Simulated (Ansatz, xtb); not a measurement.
# Relative energy of two isomers of C6H2N4

Structure a: `N#Cc1nccnc1C#N`, a singlet. Structure b: `N#Cc1cncc(C#N)n1`, a singlet. Both are isolated molecules in the gas phase, relaxed with B3LYP/def2-SVP.

Quicker runs give these differences E(b) − E(a): GFN2-xTB −1.02 kJ/mol; HF/STO-3G −4.61 kJ/mol (at GFN2-xTB geometries); r2SCAN-D4/def2-SVP −4.68 kJ/mol (at GFN2-xTB geometries).

Estimate E(b) − E(a) at the level CCSD(T)/def2-SVP + ΔMP2/def2-TZVPP.

Calculated at CCSD(T)/def2-SVP + ΔMP2/def2-TZVPP: E(b) − E(a) = −5.17 kJ/mol, so structure b lies lower.

Level by level:

```json
{"level": "GFN2-xTB", "geometry": "GFN2-xTB", "E(b) − E(a) (kJ/mol)": "−1.02", "departure from the last row (kJ/mol)": "+4.15", "job, with rough time for the two": "optimisation, 0.56 s"}
{"level": "HF/STO-3G", "geometry": "GFN2-xTB", "E(b) − E(a) (kJ/mol)": "−4.61", "departure from the last row (kJ/mol)": "+0.56", "job, with rough time for the two": "single point, 3 s"}
{"level": "r2SCAN-D4/def2-SVP", "geometry": "GFN2-xTB", "E(b) − E(a) (kJ/mol)": "−4.68", "departure from the last row (kJ/mol)": "+0.49", "job, with rough time for the two": "single point, 16 s"}
{"level": "B3LYP/def2-SVP", "geometry": "B3LYP/def2-SVP", "E(b) − E(a) (kJ/mol)": "−6.18", "departure from the last row (kJ/mol)": "−1.00", "job, with rough time for the two": "optimisation, 2.8 min"}
{"level": "HF/def2-SVP", "geometry": "B3LYP/def2-SVP", "E(b) − E(a) (kJ/mol)": "−10.90", "departure from the last row (kJ/mol)": "−5.73", "job, with rough time for the two": "part of the CCSD(T) run"}
{"level": "MP2/def2-SVP", "geometry": "B3LYP/def2-SVP", "E(b) − E(a) (kJ/mol)": "−3.58", "departure from the last row (kJ/mol)": "+1.60", "job, with rough time for the two": "part of the CCSD(T) run"}
{"level": "CCSD(T)/def2-SVP", "geometry": "B3LYP/def2-SVP", "E(b) − E(a) (kJ/mol)": "−6.61", "departure from the last row (kJ/mol)": "−1.44", "job, with rough time for the two": "single point"}
{"level": "CCSD(T)/def2-SVP + ΔMP2/def2-TZVPP", "geometry": "B3LYP/def2-SVP", "E(b) − E(a) (kJ/mol)": "−5.17", "departure from the last row (kJ/mol)": "", "job, with rough time for the two": "single point, 7.3 min"}
```

As drawn, both hold the same kinds of bond in the same numbers.

GFN2-xTB finds them nearly level. The largest departure from CCSD(T)/def2-SVP + ΔMP2/def2-TZVPP is that of HF/def2-SVP, 5.73 kJ/mol. The last row adds to CCSD(T) the change of the MP2 difference between the two basis sets, here +1.44 kJ/mol.

With thermal terms from frequencies at re-optimised GFN2-xTB minima (ideal gas, soft modes damped towards free rotors, one conformer each, 298.15 K, 1 atm): the zero-point term adds −0.06 kJ/mol; ΔH is −5.23 and ΔG −5.54 kJ/mol.

The correlated steps freeze 10 core orbitals. Programs: Ansatz 0.2.0, xtb 6.7.1; the last row on 2 threads of Intel(R) Xeon(R) Processor @ 2.50GHz (Skylake/Cascade Lake) on a shared host.
